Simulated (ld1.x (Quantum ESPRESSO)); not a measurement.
**Transferability test, RRKJ potential for Bi (Z = 83)**

```
Element                 : bismuth
Generator               : ld1.x (Quantum ESPRESSO) 7.5
Type                    : norm-conserving RRKJ (Kleinman–Bylander form)
Functional              : PBE
Relativity              : scalar-relativistic
Frozen core             : [Xe] 4f14
Valence charge          : 15
Reference configuration : 5d10 6s2 6p3
Partial waves           : 6p (bound): rc 2.15 bohr; 5d (bound): rc 1.45 bohr; 6s (bound): rc 2.00 bohr
Local potential         : the s channel
Core correction         : none
```

Energies are relative to the spin-unpolarised reference configuration 5d10 6s2 6p3; without spin polarisation the order of configurations can differ from experiment.

(1) Give the all-electron excitation energy and the error of the potential for: 5d10 6s2 6p2; 5d10 6s2 6p1; 5d10 6s2 6p0; 5d10 6s1 6p3; 5d10 6s2 6p3.3; 5d10 6s2 6p2.5; 5d10 6s0 6p5.

Answers

(1)

```csv
valence configuration,charge,ΔE all-electron (eV),error AE − PS (meV)
5d10 6s2 6p2,+1,7.913,-2.8
5d10 6s2 6p1,+2,23.160,-7.2
5d10 6s2 6p0,+3,46.502,-13
5d10 6s1 6p3,+1,18.731,-2.5
5d10 6s2 6p3.3,-0.3,-1.094,+0.6
5d10 6s2 6p2.5,+0.5,3.097,-1.3
5d10 6s0 6p5,0,20.501,-21
```
